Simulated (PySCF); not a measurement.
# Two-component Hartree-Fock for Al⁺ (aluminium, charge +1)

Start: [Ne] 3s2. Calculated with PySCF 2.14 in x2c-QZVPPall-2c (9s7p4d2f1g, 73 functions): generalised Hartree-Fock with the X2C-1e Hamiltonian and a Gaussian nucleus; one run each with spin-orbit coupling (SO) switched off, then screened by Boettger's factors.

```
spinor shell  electrons  ε, spin-free (eV)  ε, screened SO (eV)  weight of nominal j (screened SO)  rms radius, screened SO (bohr)
       1s1/2          2            -1603.6              -1603.6                              1.000                           0.139
       2s1/2          2            -142.46              -142.46                              1.000                           0.675
       2p1/2          2            -95.806              -96.129                              1.000                           0.673
       2p3/2          4            -95.806              -95.646                              1.000                           0.675
       3s1/2          2            -17.781              -17.781                              1.000                            2.60
```

| quantity | spin-free | screened SO |
| --- | --- | --- |
| E (hartree) | -242.11159 | -242.11168 |
| M_J | 0 | 0 |
| ⟨J²⟩ | 0.000 | 0.000 |
| ⟨L²⟩ | 0.000 | 0.000 |
| ⟨S²⟩ | 0.000 | 0.000 |

Without spin-orbit coupling the j labels of p, d and f shells carry no meaning; the spin-free column gives the mean over the occupied spinors of each nl shell.
